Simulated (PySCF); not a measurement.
C₄H₄O₂, SMILES c1(O)ccco1. Atoms are numbered in the order given.

```xyz
10

O      0.1354     1.9911     0.0000
C     -0.0606     0.6729     0.0000
C     -1.1655    -0.1324     0.0000
C     -0.6454    -1.4705     0.0000
C      0.7082    -1.3587     0.0000
O      1.0646    -0.0423     0.0000
H     -0.7220     2.4285     0.0000
H     -2.2066     0.1813     0.0000
H     -1.2177    -2.3958     0.0000
H      1.5262    -2.0722     0.0000
```
Charge 0, spin multiplicity 1.

Coordinates come from a PBE0-D3(BJ)/def2-SVP optimisation. One conformer was computed; it need not be the lowest.

Method: PBE/def2-TZVP (PySCF).

Symmetry labels are those of the subgroup Cs that the program uses (full group Cs).

Computed valence orbital energies around the gap with their symmetry:
```json
[
 {"orbital": "HOMO−7", "symmetry": "A\"", "energy (eV)": "-11.61"},
 {"orbital": "HOMO−6", "symmetry": "A'", "energy (eV)": "-11.03"},
 {"orbital": "HOMO−5", "symmetry": "A'", "energy (eV)": "-9.80"},
 {"orbital": "HOMO−4", "symmetry": "A'", "energy (eV)": "-9.30"},
 {"orbital": "HOMO−3", "symmetry": "A\"", "energy (eV)": "-9.01"},
 {"orbital": "HOMO−2", "symmetry": "A'", "energy (eV)": "-8.86"},
 {"orbital": "HOMO−1", "symmetry": "A\"", "energy (eV)": "-6.75"},
 {"orbital": "HOMO", "symmetry": "A\"", "energy (eV)": "-4.88"},
 {"orbital": "LUMO", "symmetry": "A\"", "energy (eV)": "-0.23"},
 {"orbital": "LUMO+1", "symmetry": "A'", "energy (eV)": "-0.16"},
 {"orbital": "LUMO+2", "symmetry": "A\"", "energy (eV)": "0.97"},
 {"orbital": "LUMO+3", "symmetry": "A'", "energy (eV)": "1.35"}
]
```
